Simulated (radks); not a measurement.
The nuclear charge of the lutetium ion Lu2+ is varied continuously with 69 electrons held in [Xe] 4f14 6s1. All-electron calculation, scalar-relativistic Kohn-Sham, PBE, spin-unpolarised, spherical densities, finite nucleus; Fermi nuclear charge, rms radius 5.37 fm. Program: a radial shooting solver on a logarithmic mesh with Libxc functionals. By the Hellmann-Feynman theorem dE/dZ = E(electron-nucleus)/Z, the electronic potential at the nucleus (averaged over a nucleus of fixed radius). The scalar-relativistic energy here is not variational (the density holds large components alone), so the two differ by a part that grows with Z.

| Z | E (hartree) | E(electron-nucleus)/Z (hartree) | HOMO | e(HOMO) (eV) | <r> HOMO (bohr) |
|---|---|---|---|---|---|
| 70 | -14057.8697 | -494.070 | 6s | -9.273 | 3.544 |
| 70.2 | -14157.5807 | -496.197 | 6s | -10.803 | 3.428 |
| 70.4 | -14257.7245 | -498.325 | 6s | -12.403 | 3.323 |
| 70.6 | -14358.3010 | -500.452 | 6s | -14.068 | 3.227 |
| 70.8 | -14459.3105 | -502.580 | 6s | -15.796 | 3.139 |
| 71 | -14560.7531 | -504.708 | 6s | -17.584 | 3.059 |
| 71.2 | -14662.6291 | -506.838 | 6s | -19.429 | 2.984 |
| 71.4 | -14764.9387 | -508.969 | 6s | -21.329 | 2.915 |
| 71.6 | -14867.6824 | -511.101 | 6s | -23.284 | 2.851 |
| 71.8 | -14970.8604 | -513.235 | 6s | -25.291 | 2.791 |
| 72 | -15074.4733 | -515.371 | 6s | -27.350 | 2.734 |

The central difference of E at Z = 71 is -508.296 hartree, to compare with the third column; the second derivative is -10.8 hartree.
